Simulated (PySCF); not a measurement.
# Solvent effects on NMR parameters

Numbering as in the mapped SMILES `[CH3:1][C@@H:2]1[CH2:3][CH2:4][CH2:5][CH2:6][C:7]1=[O:8]`. Hydrogens are named by the atom that carries them. Ha(C3), Ha(C4), Ha(C5), Ha(C6) are cis to C1 on the ring; Hb(C3), Hb(C4), Hb(C5), Hb(C6) are trans to C1 on the ring.

GIAO PBE0/pcSseg-1 in PySCF on one PBE0-D3(BJ)/def2-SVP conformer, non-relativistic, equivalent nuclei averaged. Solvents enter as an IEF-PCM continuum (dichloromethane with ε = 8.9, methanol with ε = 32.6) around the gas-phase geometry. Shifts are referred to TMS computed in the same medium.

In dichloromethane, δ in ppm: C7 222.5, C2 48.0, C6 45.5, C3 38.9, C5 31.2, C4 28.4, C1 16.7, Hb(C6) 2.37, H(C2) 2.17, Ha(C6) 2.12, Hb(C5) 1.98, Hb(C3) 1.94, Ha(C4) 1.73, Hb(C4) 1.67. Dipole moment 3.97 D.

**Question.** How does each δ change in the more polar medium?

**Answer.** 
| atoms | environment | Δδ, methanol |
| --- | --- | --- |
| C7 | ketone carbonyl carbon | +1.2 |
| C2 | sp3 CH α to a carbonyl | +0.2 |
| C6 | sp3 CH2 α to a carbonyl | +0.2 |
| C3 | sp3 CH2 in a ring | +0.1 |
| C5 | sp3 CH2 in a ring | +0.2 |
| C4 | sp3 CH2 in a ring | 0.0 |
| C1 | methyl carbon | 0.0 |
| Hb(C6) | hydrogen on an sp3 CH2 α to a carbonyl | +0.05 |
| H(C2) | hydrogen on an sp3 CH α to a carbonyl | +0.06 |
| Ha(C6) | hydrogen on an sp3 CH2 α to a carbonyl | -0.03 |
| Hb(C5) | hydrogen on an sp3 CH2 in a ring | +0.01 |
| Hb(C3) | hydrogen on an sp3 CH2 in a ring | +0.02 |
| Ha(C4) | hydrogen on an sp3 CH2 in a ring | 0.00 |
| Hb(C4) | hydrogen on an sp3 CH2 in a ring | +0.03 |

Changes are relative to dichloromethane. The dipole moment becomes 4.12 D in methanol.

**Question.** Which nuclei move most (in ppm), and what does the model miss?

**Answer.** C7 (ketone carbonyl carbon, +1.2 ppm) in methanol. A continuum only polarises the solute; specific hydrogen bonds, the anisotropy of aromatic solvents and changes of geometry or conformer are outside it.
